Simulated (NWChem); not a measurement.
Species: NH2TeBr; SMILES Br[Te]N

Results from NWChem. Geometry: optimised at PBE0/def2-SVP. No frequency run checked for a minimum. def2 effective core potentials on Te; no spin-orbit coupling. One conformer.

Diagonal of the polarisability tensor at CAM-B3LYP/def2-SVPD, static: 67.66, 95.72, 58.65 bohr³.

Task: Find the mean polarisability volume, the molar refraction, and the refractive index that an ideal gas of it would have at 273.15 K and 1 atm.

Result: 
1. Mean: one third of the trace = 74.01 bohr³ × 0.14818 Å³/bohr³ = 10.97 Å³.
2. Molar refraction (Lorentz-Lorenz): (4π/3) N_A α = 27.7 cm³/mol.
3. Number density p/kT = 2.687 × 10⁻⁵ Å⁻³; n − 1 = 2π N α = 18.51 × 10⁻⁴.
4. These hold the electronic response alone: vibrational and orientational terms add to the static dielectric constant.
